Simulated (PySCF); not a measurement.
## `C=C[C@@H]1C=CC=C[CH+]1`: 4 charge schemes on one density

Compound: C₈H₉ (charge +1).
Numbering: `[CH2:1]=[CH:2][C@@H:3]1[CH:4]=[CH:5][CH:6]=[CH:7][CH+:8]1` (hydrogens: H9, H10 on C1; H11 on C2; H12 on C3; H13 on C4; H14 on C5; H15 on C6; H16 on C7; H17 on C8)

Geometry (GFN2-xTB, Å), atoms numbered from 1 in this order:
```
atom  x, y, z in Å
C1     2.8615   -0.3061   -0.0100
C2     1.5898   -0.5892    0.1557
C3     0.4255    0.3795   -0.1856
C4    -0.2829    0.7621    1.0349
C5    -1.6258    0.5441    1.1807
C6    -2.3566   -0.0370    0.1384
C7    -1.7478   -0.3911   -1.0709
C8    -0.4070   -0.1828   -1.2480
H9     3.6139   -1.0317    0.2534
H10    3.2254    0.6288   -0.4022
H11    1.2486   -1.5328    0.5512
H12    0.9541    1.2613   -0.5794
H13    0.2996    1.1942    1.8366
H14   -2.1288    0.8179    2.0961
H15   -3.4145   -0.2175    0.2706
H16   -2.3431   -0.8267   -1.8597
H17    0.0810   -0.4610   -2.1717
```

Density: PBE0/pcSseg-1 (PySCF); schemes: Mulliken, IAO, Hirshfeld and ESP-fitted. Geometry: GFN2-xTB, one conformer, isolated ion.

Question: For which atoms does the sign change between the 4 schemes (beyond +0.03 e in one, beyond −0.03 e in another)?

Answer: C3, C4 and C8.

Question: At which atom do the 4 schemes differ most?

Answer: At C3: from -0.336 (Mulliken) to +0.406 e (ESP-fitted), 0.742 e apart.

Question: Tabulate the Mulliken, IAO, Hirshfeld and ESP-fitted charges.

Answer: In e:

```json
{"atom": "C1", "environment": "terminal =CH2 carbon", "Mulliken": "-0.069", "IAO": "-0.261", "Hirshfeld": "-0.042", "ESP-fitted": "-0.386"}
{"atom": "C2", "environment": "alkene CH carbon", "Mulliken": "-0.181", "IAO": "-0.138", "Hirshfeld": "-0.016", "ESP-fitted": "-0.275"}
{"atom": "C3", "environment": "allylic carbon", "Mulliken": "-0.336", "IAO": "-0.151", "Hirshfeld": "-0.004", "ESP-fitted": "+0.406"}
{"atom": "C4", "environment": "carbon bonded to 2 C and H", "Mulliken": "+0.069", "IAO": "+0.009", "Hirshfeld": "+0.080", "ESP-fitted": "-0.158"}
{"atom": "C5", "environment": "carbon bonded to 2 C and H", "Mulliken": "-0.035", "IAO": "-0.144", "Hirshfeld": "-0.002", "ESP-fitted": "-0.108"}
{"atom": "C6", "environment": "carbon bonded to 2 C and H", "Mulliken": "+0.008", "IAO": "+0.020", "Hirshfeld": "+0.097", "ESP-fitted": "+0.085"}
{"atom": "C7", "environment": "carbon bonded to 2 C and H", "Mulliken": "-0.035", "IAO": "-0.144", "Hirshfeld": "-0.001", "ESP-fitted": "-0.111"}
{"atom": "C8", "environment": "carbon bonded to 2 C and H", "Mulliken": "+0.068", "IAO": "+0.009", "Hirshfeld": "+0.080", "ESP-fitted": "-0.160"}
{"atom": "H9", "environment": "vinylic hydrogen", "Mulliken": "+0.170", "IAO": "+0.195", "Hirshfeld": "+0.085", "ESP-fitted": "+0.242"}
{"atom": "H10", "environment": "vinylic hydrogen", "Mulliken": "+0.147", "IAO": "+0.171", "Hirshfeld": "+0.074", "ESP-fitted": "+0.223"}
{"atom": "H11", "environment": "vinylic hydrogen", "Mulliken": "+0.148", "IAO": "+0.173", "Hirshfeld": "+0.063", "ESP-fitted": "+0.212"}
{"atom": "H12", "environment": "methine hydrogen", "Mulliken": "+0.237", "IAO": "+0.237", "Hirshfeld": "+0.107", "ESP-fitted": "+0.100"}
{"atom": "H13", "environment": "hydrogen on C4", "Mulliken": "+0.167", "IAO": "+0.206", "Hirshfeld": "+0.096", "ESP-fitted": "+0.202"}
{"atom": "H14", "environment": "hydrogen on C5", "Mulliken": "+0.154", "IAO": "+0.201", "Hirshfeld": "+0.090", "ESP-fitted": "+0.177"}
{"atom": "H15", "environment": "hydrogen on C6", "Mulliken": "+0.170", "IAO": "+0.211", "Hirshfeld": "+0.106", "ESP-fitted": "+0.171"}
{"atom": "H16", "environment": "hydrogen on C7", "Mulliken": "+0.154", "IAO": "+0.201", "Hirshfeld": "+0.090", "ESP-fitted": "+0.178"}
{"atom": "H17", "environment": "hydrogen on C8", "Mulliken": "+0.167", "IAO": "+0.206", "Hirshfeld": "+0.096", "ESP-fitted": "+0.202"}
```

Mean size of the charges over all atoms: ESP-fitted 0.200 e, IAO 0.158 e, Mulliken 0.136 e, Hirshfeld 0.066 e. Each set sums to the total charge, 1, to within 0.001 e. The IAO scheme projects the occupied orbitals on a minimal set of polarised atomic orbitals and counts the electrons in each atom's part of it. The Mulliken scheme gives each basis function's population to the atom it is centred on and halves the overlap population of two atoms between them.

Question: Sum the charges by element.

Answer: 
```json
{"element": "C", "atoms": "8", "Mulliken": "-0.513", "IAO": "-0.802", "Hirshfeld": "+0.191", "ESP-fitted": "-0.707"}
{"element": "H", "atoms": "9", "Mulliken": "+1.513", "IAO": "+1.802", "Hirshfeld": "+0.808", "ESP-fitted": "+1.707"}
```

Question: How many electrons does the ESP-fitted scheme count on C1?

Answer: Z − q = 6 − (-0.386) = 6.386.

Question: How closely do the schemes follow one another over all atoms?

Answer: Correlation coefficient and root-mean-square difference: IAO with Hirshfeld 0.91, 0.122 e; Mulliken with IAO 0.87, 0.082 e; Mulliken with Hirshfeld 0.82, 0.110 e; IAO with ESP-fitted 0.66, 0.160 e; Hirshfeld with ESP-fitted 0.54, 0.188 e; Mulliken with ESP-fitted 0.28, 0.219 e.

The run behind these numbers computed NMR shieldings as well. On Arm Neoverse N1, one thread, no GPU (shared host), this took 39 s wall.
